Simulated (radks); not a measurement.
The numbers below are computed, except where a source is named.
Problem. Zn0.5-, configuration [Ar] 3d8.5 4s2 4p2 (fractional occupations, a model configuration). Level of theory: scalar-relativistic Kohn-Sham, PBEsol, spin-unpolarised, spherical densities, finite nucleus; Fermi nuclear charge, rms radius 3.9283 fm (a radial shooting solver on a logarithmic mesh with Libxc functionals). Some entries of the table are withheld. Estimate them.

orbital  occ.  eigenvalue (hartree)  <r> (bohr)
1s          2             -350.1477         (1)
2s          2             -42.97159         (2)
2p          6             -37.31518      0.1984
3s          2                   (3)         (4)
3p          6              -3.43282      0.7037
3d        8.5                   (5)      0.8212
4s          2              -0.25032       2.356
4p          2              -0.01994       3.559

Solution. 
(1) 1s <r> (bohr): 0.05034
(2) 2s <r> (bohr): 0.2264
(3) 3s eigenvalue (hartree): -5.12126
(4) 3s <r> (bohr): 0.6759
(5) 3d eigenvalue (hartree): -0.70532
